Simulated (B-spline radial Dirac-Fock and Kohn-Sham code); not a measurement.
## EELS cross sections of the Tc M3 (3p3/2) edge

System: atomic technetium, configuration [Kr] 4d5 5s2. Method: the first Born approximation with generalised oscillator strengths from a Dirac-Hartree-Slater potential (longitudinal and transverse terms; continuum final states only, so no white lines or fine structure). Computed with a radial B-spline solver. The edge is taken at 417.7 eV (tabulated value).

Partial cross sections σ(β, Δ) in barn, integrated over a window Δ above the edge and up to the collection semi-angle β, for parallel illumination:

```csv
E₀ (kV),β (mrad),Δ = 25 eV,Δ = 50 eV,Δ = 100 eV,Δ = 200 eV,Δ = 300 eV
60,5,261,508,905,1420,1700
60,10,534,1060,1930,3130,3850
80,5,286,558,1000,1590,1930
80,10,?,?,?,?,?
80,20,769,1570,2970,5000,6310
100,10,507,1010,1870,3090,3850
120,5,306,602,1090,1760,2170
120,20,668,1380,2640,4490,5690
120,50,830,1790,3620,6450,8400
120,100,870,1900,3870,7030,9310
200,5,317,627,1150,1900,2370
200,100,668,1450,2940,5340,7070
300,10,428,872,1650,2810,3570
300,100,567,1220,2480,4490,5940
```

Q: Give the row for 80 kV and 10 mrad.

A: 522 b for 25 eV, 1040 b for 50 eV, 1910 b for 100 eV, 3130 b for 200 eV, 3890 b for 300 eV.
